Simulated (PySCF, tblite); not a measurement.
C7H10OSi.
Structure used (GFN2-xTB), in Å, numbered top down from 1:
```xyz
19
C7H10OSi angstrom
C      0.0775    2.3288   -0.5760
C     -0.0887    1.0081   -0.5092
Si    -1.7667    0.2044   -0.8759
C     -2.2971   -0.8338    0.6237
C      1.0221    0.1404   -0.1411
C      1.1678   -1.2443   -0.4527
C      2.3445   -1.6382    0.0969
O      2.9382   -0.6147    0.7352
C      2.1397    0.4549    0.5863
H      1.0274    2.8044   -0.3864
H     -0.7365    2.9840   -0.8360
H     -1.6656   -0.6502   -2.0691
H     -2.7433    1.2698   -1.1309
H     -3.2272   -1.3582    0.4269
H     -1.5464   -1.5760    0.8802
H     -2.4510   -0.2083    1.4990
H      0.4909   -1.8453   -1.0241
H      2.8508   -2.5832    0.1068
H      2.4539    1.3667    1.0540
```

Method used: PBE0/pcSseg-1 in PySCF (dipole) on a GFN2-xTB geometry, gas phase.

Masses are those of the commonest isotopes; rigid-rotor values at the optimised geometry. The values belong to one conformer with, in the numbering `[CH2:1]=[C:2]([SiH2:3][CH3:4])[c:5]1[cH:6][cH:7][o:8][cH:9]1`, C1–C2–Si3–C4 -124°, C1–C2–C5–C6 -157°.

(1) Give the principal moments of inertia and the rotational constants in MHz.

(2) What kind of rotor is it?

(3) What does the inertial defect say?

(4) Predict some low-J microwave lines.

(5) Estimate the classical rotational partition function at 100 K, 200 K and 500 K.

Answers

(1) Ia = 209.97, Ib = 538.96, Ic = 670.57 u·Å²; 505379 MHz·u·Å²/I gives A = 2407, B = 937.7, C = 753.7 MHz.

(2) An asymmetric top: κ = (2 × 937.7 − 2407 − 753.7)/(2407 − 753.7) = -0.78.

(3) Not planar: Δ = Ic − Ia − Ib = -78.36 u·Å². For a rigid frame Δ = −2 Σ m c², so Σ m c² = 39.18 u·Å² lies off the ab plane: 11.66 from hydrogen and 27.52 from heavier atoms. The atom farthest from that plane is 1.98 Å away.

(4) The dipole components are |μa| = 0.12 D, |μb| = 0.31 D, |μc| = 0.27 D. The squared components, which scale the intensities, stand as 0.16 : 1.00 : 0.74 (a : b : c). Some lines, for components of 0.1 D or more:

| type | branch | J(Ka,Kc) | MHz | lower level (cm⁻¹) |
| --- | --- | --- | --- | --- |
| a | Q | 2(1,1) ← 2(1,2) | 552 | 0.212 |
| b | R | 3(1,2) ← 2(2,1) | 932 | 0.378 |
| b | Q | 2(1,1) ← 2(0,2) | 1853 | 0.169 |
| b | Q | 3(1,2) ← 3(0,3) | 2183 | 0.336 |
| a | R | 2(1,2) ← 1(1,1) | 3199 | 0.105 |
| a | R | 2(0,2) ← 1(0,1) | 3366 | 0.056 |
| a | R | 2(1,1) ← 1(1,0) | 3567 | 0.112 |
| a | R | 3(1,3) ← 2(1,2) | 4788 | 0.212 |
| c | R | 2(1,1) ← 1(0,1) | 5220 | 0.056 |
| c | Q | 3(3,1) ← 3(2,1) | 7736 | 0.549 |
| c | R | 2(2,0) ← 1(1,0) | 7991 | 0.112 |
| b | R | 3(3,1) ← 2(2,0) | 12874 | 0.378 |

(5) Point group C1, symmetry number σ = 1; q = (√π/σ)·√((kT/h)³/(ABC)), k/h = 20836.6 MHz/K: 129000 at 100 K, 366000 at 200 K, 1450000 at 500 K.

Its GFN2-xTB frequencies are all real (lowest 38 cm⁻¹). No vibrational averaging or centrifugal distortion is included, and the geometry carries the error of its method. A rigid rotor knows nothing of internal rotation, which can split or shift real lines.

Hardware: an Arm Neoverse N1 with one thread (shared host). Cost: 71 s, 0.94 GiB resident at most. This is the PBE0/pcSseg-1 job that gave the dipole, with the shieldings it also computed.
